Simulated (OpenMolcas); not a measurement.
# OpenMolcas timings: doublet [InHCl2]+

[InHCl2]+: 4 atoms, total charge +1, spin state doublet. SMILES of the parent species: `[H][In]([Cl])[Cl]`. The shape comes from GFN2-xTB, which is rough for such elements, and wasn't checked as a minimum. That shape belongs to the parent species and isn't relaxed for this state.

```xyz
4

In   -0.1020   -0.1712    0.0001
Cl    2.1823   -0.0736    0.0135
Cl   -1.1038    1.8839   -0.0150
H    -0.9765   -1.6392    0.0014
```

Program: OpenMolcas 26.06. Hardware: 1 thread of AMD EPYC 7R13 (Zen 3), shared host, so times are rough. Two-electron integrals are exact unless an approximation is named.

Q: Estimate their order by wall time, quickest first.
A. energy at UBHLYP/def2-SVPD (core potential), grid UltraFine
B. energy at UHF/STO-3G
C. energy at UHF/def2-SVPD (core potential)

A: B (3.3 s), C (17 s), A (52 s).
